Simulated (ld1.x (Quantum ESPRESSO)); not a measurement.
## Scattering properties, TM potential for iron

* Element: Fe (Z = 26)
* Generator: ld1.x (Quantum ESPRESSO) 7.5
* Type: norm-conserving Troullier–Martins (Kleinman–Bylander form)
* Functional: LDA (PZ)
* Relativity: scalar-relativistic
* Frozen core: [Ne]
* Valence charge: 16
* Reference configuration: 3s2 3p6 3d6 4s0 4p0 (charge +2)
* Partial waves: 3p (bound): rc 1.25 bohr; 3d (bound): rc 0.90 bohr; 3s (bound): rc 1.20 bohr
* Local potential: the s channel
* Core correction: a·sin(br)/r model core, default radius (core density twice the valence density)

The phase is arctan(r·u′/u) with u = r·R(r), unwrapped; energies in Ry, scanned from -10 to 5 Ry. A pole is an energy at which the radial function vanishes at the test radius. The pseudo phase is shifted by a multiple of π to meet the all-electron one at the reference energy, and phase errors are pseudo minus all-electron; the curves can meet again beyond the range given. Levels narrower than the energy grid can be missing from the lists of poles.

Question: For each channel, where are the poles, and over which energies does the pseudopotential scatter like the atom?

Answer:

```json
{"channel": "s", "radius (bohr)": "1.35", "reference energy (Ry)": "-8.24", "poles, all-electron": "-6.89", "poles, pseudo": "-6.92", "unbroken range about the reference energy with phases within 0.05 rad": "below -1.8", "phase error 1 Ry above the reference energy (rad)": "-0.003"}
{"channel": "p", "radius (bohr)": "1.35", "reference energy (Ry)": "-5.77", "poles, all-electron": "-4.15", "poles, pseudo": "-4.18", "unbroken range about the reference energy with phases within 0.05 rad": "below 1.1", "phase error 1 Ry above the reference energy (rad)": "-0.003"}
{"channel": "d", "radius (bohr)": "1.35", "reference energy (Ry)": "-1.91", "poles, all-electron": "0.07", "poles, pseudo": "0.01", "unbroken range about the reference energy with phases within 0.05 rad": "below 3.9", "phase error 1 Ry above the reference energy (rad)": "-0.004"}
```

Phases in the d channel:

```
E (Ry)  all-electron  pseudo
-10.00         1.310   1.308
 -9.52         1.301   1.299
 -9.04         1.291   1.289
 -8.56         1.280   1.278
 -8.08         1.268   1.265
 -7.60         1.254   1.251
 -7.12         1.237   1.234
 -6.64         1.218   1.214
 -6.16         1.194   1.190
 -5.68         1.165   1.160
 -5.20         1.127   1.122
 -4.72         1.076   1.071
 -4.24         1.004   0.998
 -3.76         0.894   0.886
 -3.28         0.705   0.697
 -2.80         0.347   0.340
 -2.32        -0.273  -0.275
 -1.84        -0.871  -0.871
 -1.36        -1.207  -1.208
 -0.88        -1.387  -1.391
 -0.40        -1.497  -1.503
  0.08        -1.572  -1.580
  0.56        -1.628  -1.639
  1.04        -1.673  -1.687
  1.52        -1.713  -1.730
  2.00        -1.749  -1.770
  2.48        -1.785  -1.810
  2.96        -1.821  -1.852
  3.44        -1.858  -1.898
  3.92        -1.900  -1.950
  4.40        -1.948  -2.013
  4.88        -2.004  -2.090
```
